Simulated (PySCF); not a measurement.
NICS in isomers of C7H10NP.

NICS = −σ at a ghost point: NICS(0) at the centroid of the ring atoms, NICS(1) 1 Å to either side along the normal of their mean plane, zz for the tensor component along that normal. Level: GIAO PBE0/pcSseg-1 (PySCF, non-relativistic, gas phase) on the GFN2-xTB geometries, one conformer each. Atom numbers follow the mapped SMILES.

Task: Order these rings by mean NICS(1)zz, lowest (most negative) first (ppm).
A. ring C4–C5–N6–C7–C8–P9 in `[CH3:1][CH:2]([CH3:3])[c:4]1[cH:5][n:6][cH:7][cH:8][p:9]1`
B. ring P3–C5–C6–C9 in `[CH:1]#[C:2][P@:3]1(=[NH:4])[CH2:5][C@H:6]([CH:7]=[CH2:8])[CH2:9]1`
C. ring N5–C6–C7–C8–C9 in `[CH3:1][C:2]([CH3:3])=[P:4][n:5]1[cH:6][cH:7][cH:8][cH:9]1`
D. ring C4–C5–C6–N7–C8–C9 in `[CH3:1][CH2:2][PH:3][c:4]1[cH:5][cH:6][n:7][cH:8][cH:9]1`
E. ring C4–C5–C6–P7–C8–C9 in `[CH3:1][N:2]([CH3:3])[c:4]1[cH:5][cH:6][p:7][cH:8][cH:9]1`

Result: C (-29.0), D (-27.2), A (-25.6), E (-23.6), B (0.3).

| SMILES | ring | NICS(0) | NICS(1) | NICS(1)zz | HOMA | rms pucker (Å) | ring atoms with four or more neighbours |
| --- | --- | --- | --- | --- | --- | --- | --- |
| CC(C)=Pn1cccc1 | 5-membered ring with N; formal bonds all aromatic | -12.7 | -10.4 | -29.0 | 0.85 | 0.01 | 0 |
| CCPc1ccncc1 | 6-membered ring with N; formal bonds all aromatic | -6.9 | -10.9 | -27.2 | 0.99 | 0.00 | 0 |
| CC(C)c1cnccp1 | 6-membered ring with N and P; formal bonds all aromatic | -6.2 | -10.5 | -25.6 | 0.92 | 0.00 | 0 |
| CN(C)c1ccpcc1 | 6-membered ring with P; formal bonds all aromatic | -7.3 | -9.7 | -23.6 | 0.91 | 0.00 | 0 |
| C#C[P@]1(=N)C[C@H](C=C)C1 | 4-membered ring with P; formal bonds all single | -1.7 | -1.5 | 0.3 | – | 0.10 | 4 |

NICS(0) gives another order. The isotropic NICS(1) gives another order. Over the 4 rings with a HOMA value its correlation coefficient with NICS(1)zz is 0.22. HOMA uses Krygowski's 1993 parameters; it is left out where a ring has a four-coordinate atom, a triple bond, no multiple bond or a kind of bond without parameters. NICS(1) and NICS(1)zz are means over the two faces.
